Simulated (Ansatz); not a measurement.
`[BH2][Al]([NH2])[SiH3]`. The species carries charge 0 and has multiplicity 1. All single points use the PBE0-D4/def2-TZVP geometry. It is one conformer, not always the lowest.

```xyz
11

B    -0.547    1.889    1.268
Al    0.274    0.299    0.123
N     1.999    0.249   -0.285
Si   -1.066   -1.584   -0.731
H    -0.632    1.852    2.465
H    -1.016    2.875    0.769
H     2.429   -0.485   -0.826
H     2.691    0.932   -0.019
H    -2.169   -1.120   -1.624
H    -1.715   -2.349    0.375
H    -0.250   -2.558   -1.515
```

Q: What is the dipole moment at r2SCAN/def2-TZVPP? (Best estimate.)

A: The calculation gave: 1.72 D, with components (1.58, 0.67, 0.07) D in this frame, pointing from negative to positive charge.

Q: And with PBE, B3LYP, ωB97M-V? (Best estimate.)

A: Ansatz gave: PBE 1.71 D, B3LYP 1.72 D, ωB97M-V 1.75 D.

Q: Give the Mulliken charges with r2SCAN, B3LYP, ωB97M-V in def2-TZVPP. (Best estimate.)

A: Ansatz gave: 
| atom | r2SCAN | B3LYP | ωB97M-V |
| --- | --- | --- | --- |
| B1 | -0.09 | -0.09 | -0.18 |
| Al2 | 0.44 | 0.31 | 0.32 |
| N3 | -0.46 | -0.40 | -0.36 |
| Si4 | 0.01 | 0.03 | -0.07 |
| H5 | 0.01 | 0.05 | 0.09 |
| H6 | 0.01 | 0.05 | 0.09 |
| H7 | 0.15 | 0.13 | 0.11 |
| H8 | 0.14 | 0.12 | 0.10 |
| H9 | -0.07 | -0.07 | -0.03 |
| H10 | -0.07 | -0.07 | -0.03 |
| H11 | -0.08 | -0.07 | -0.04 |

B3LYP here is the variant with VWN-RPA as its local correlation; programs differ in this.
